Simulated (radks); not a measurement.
Initial-state core-level shifts of neutral strontium when its valence configuration changes from [Kr] 5s2. Method: scalar-relativistic Kohn-Sham, PBEsol, spin-polarised, spherical densities, finite nucleus; open shells are filled with parallel spins first (spin-orbit coupling, left out, can overturn this in heavy ions); Fermi nuclear charge, rms radius 4.224 fm; computed with a radial shooting solver on a logarithmic mesh with Libxc functionals. Shifts are changes of the shell-averaged eigenvalues in eV (positive: less bound); the change of the density at the nucleus, which sets a Mossbauer isomer shift, is in e/bohr^3, on a base of 6.188e+04.

valence          1s      3s      3p      4p  density at nucleus
5p2          -2.393  -2.400  -2.399  -2.289             -10.981
5s1 5p1      -1.121  -1.127  -1.126  -1.080              -5.197
5s1.5 5p0.5  -0.628  -0.630  -0.630  -0.606              -2.482
4d2          +1.495  +1.697  +1.700  +1.570             -11.974
4d1 5s1      +1.119  +1.227  +1.228  +1.133              -6.258
